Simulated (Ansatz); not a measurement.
Ansatz (a first-principles code) input for C₂H₁₃NSi₃, SMILES C[SiH](C)N[SiH2][SiH3], PBE0/def2-SVPD. Coordinates come from a B3LYP-D3(BJ)/def2-SVP optimisation. The structure was generated by enumeration, and PubChem lists no compound with its InChIKey, so it may never have been made. One conformer was computed; it need not be the lowest.

Ansatz 0.2 input:
```yaml
crystal:
  periodic: [false, false, false]
  atoms:
    - {symbol: C, position_ang: [-2.07041518, -1.61392416, -0.06180206]}
    - {symbol: Si, position_ang: [-1.76908456, 0.15055760, -0.63040385]}
    - {symbol: C, position_ang: [-2.72652481, 1.37938421, 0.42440060]}
    - {symbol: N, position_ang: [-0.05970460, 0.53062258, -0.49184153]}
    - {symbol: Si, position_ang: [1.36756010, -0.47223001, -0.56775364]}
    - {symbol: Si, position_ang: [2.83291949, 0.18866108, 1.14982084]}
    - {symbol: H, position_ang: [-1.56765425, -2.34926532, -0.70887936]}
    - {symbol: H, position_ang: [-1.71146501, -1.76440621, 0.96918159]}
    - {symbol: H, position_ang: [-3.15086492, -1.83202201, -0.08495912]}
    - {symbol: H, position_ang: [-2.24906367, 0.28099706, -2.04493117]}
    - {symbol: H, position_ang: [-3.81169630, 1.20182839, 0.34483451]}
    - {symbol: H, position_ang: [-2.43917877, 1.29282144, 1.48493316]}
    - {symbol: H, position_ang: [-2.53782499, 2.41773790, 0.10424677]}
    - {symbol: H, position_ang: [0.13731032, 1.53074456, -0.48070330]}
    - {symbol: H, position_ang: [2.08813753, -0.39586213, -1.88060764]}
    - {symbol: H, position_ang: [0.95111088, -1.89024541, -0.37332782]}
    - {symbol: H, position_ang: [3.08244728, 1.66086020, 1.05243818]}
    - {symbol: H, position_ang: [4.15010343, -0.51399568, 1.07720329]}
    - {symbol: H, position_ang: [2.21868054, -0.08415257, 2.48458363]}
basis:
  gaussian:
    orbitals: def2-SVPD
hamiltonian:
  xc: {name: PBE0}
```

Program output:

```
WARN ansatz: RAYON_NUM_THREADS=2 ignored (pool sized by the plan → 2); use --threads N
Functional definition: PBE0
integrals: 0.24 GiB planned
2080 factors; their error is unknown
mean field: 2.00 GiB planned
mean field evaluation 1: about -27375.1491 eV, gradient 7.1e1 eV
mean field evaluation 2: about -27366.0883 eV, gradient 9.0e1 eV
mean field evaluation 4: about -27386.1192 eV, gradient 4.2e0 eV
mean field evaluation 8: about -27386.1612 eV, gradient 2.8e-2 eV
mean field evaluation 16: about -27386.3386 eV, gradient 3.2e-5 eV
mean field -27386.33856348 eV, -1006.4293790808 hartree, gradient 3.2e-5 eV, S^2 0.000000; 0 other end points of the search recorded, 0 dependent functions left out
reference -27386.33861341 eV, -1006.4293809157 hartree; 37, 37 occupied and 199, 199 virtual orbitals, 2080 factors
Total energy: -27386.33861341 eV, -1006.4293809157 hartree
```

The run converged.

Cost: very roughly 10 core-seconds.
